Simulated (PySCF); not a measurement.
BF2, SMILES F[B+]F, charge +1. Geometry: PBE-D3(BJ)/def2-TZVP.

**Question.** Give the equilibrium geometry at PBE-D3(BJ)/def2-TZVP (PySCF confirms it by a frequency run) as bond lengths and angles, and its point group. (An estimate is asked for; the answer gives what the named calculation found.)

**Answer.** point group D∞h.
Atoms: B1 F2 F3. Bonded distances (Å): B1–F2 1.239, B1–F3 1.239. Bond angles (°): F2–B1–F3 180.0.
Charge +1, spin multiplicity 1.
